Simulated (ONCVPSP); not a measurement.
**Te, ONCV: configuration errors across variants**

```json
{
  "Element": "Te (Z = 52)",
  "Generator": "ONCVPSP 4.0.1",
  "Type": "optimised norm-conserving Vanderbilt (ONCV)",
  "Functional": "PBE",
  "Relativity": "scalar-relativistic",
  "Frozen core": "[Kr]",
  "Valence charge": "16",
  "Reference configuration": "4d10 5s2 5p3 (charge +1)",
  "Partial waves": "5s: rc 1.85 bohr, ncon 3, nbas 7, qcut 3.8 1/bohr, 1 projector; 5p: rc 2.00 bohr, ncon 4, nbas 7, qcut 3.7 1/bohr, 2 projectors, debl 0.7 Ha; 4d: rc 1.40 bohr, ncon 4, nbas 8, qcut 9.7 1/bohr, 1 projector",
  "Local potential": "polynomial inside 1.20 bohr (lpopt 5, dvloc0 0 Ha)",
  "Core correction": "Teter function, fcfact 4, rcfact 1.5"
}
```

All-electron excitation energies from the reference (eV): (1) 4d10 5s2 5p4 -9.729; (2) 4d10 5s2 5p2 17.925; (3) 4d10 5s2 5p1 44.823.

2 further variants failed, have other tests or too few solved ones, and are left out.

A true bound ghost makes a file unfit for plane-wave use even where its test errors are small: the radial tests pick states by their node count and pass the ghost by.

Errors AE − PS in meV (a dash: test not solved or not reliable):

```csv
change,(1),(2),(3),bound ghosts,GHOST(+) flags above zero
base,+2.8,-3.3,-1.0,s,p
"all radii but the core radius scaled by about 0.78 (s 1.44, p 1.56, d 1.08 bohr); local potential polynomial inside 0.94 bohr (lpopt 5, dvloc0 0 Ha)",+3.0,-2.2,+4.3,"s, p",p
"all radii but the core radius scaled by about 1.10 (s 2.04, p 2.22, d 1.54 bohr); local potential polynomial inside 1.32 bohr (lpopt 5, dvloc0 0 Ha)",+2.7,-3.7,-3.8,s,p
"all radii but the core radius scaled by about 1.18 (s 2.18, p 2.36, d 1.66 bohr); local potential polynomial inside 1.42 bohr (lpopt 5, dvloc0 0 Ha)",+2.4,-4.7,-9.5,s,p
"all radii but the core radius scaled by about 1.26 (s 2.32, p 2.52, d 1.76 bohr); local potential polynomial inside 1.50 bohr (lpopt 5, dvloc0 0 Ha)",+1.7,-6.5,-21,s,p
"all radii but the core radius scaled by about 1.32 (s 2.44, p 2.64, d 1.84 bohr); local potential polynomial inside 1.58 bohr (lpopt 5, dvloc0 0 Ha)",+0.7,-9.3,-36,s,p
```

Q: Give the same row for: all radii but the core radius scaled by about 1.06 (s 1.96, p 2.12, d 1.48 bohr); local potential polynomial inside 1.28 bohr (lpopt 5, dvloc0 0 Ha).

A: +2.7, -3.4, -2.0; bound ghosts: s; GHOST(+) flags above zero: p.
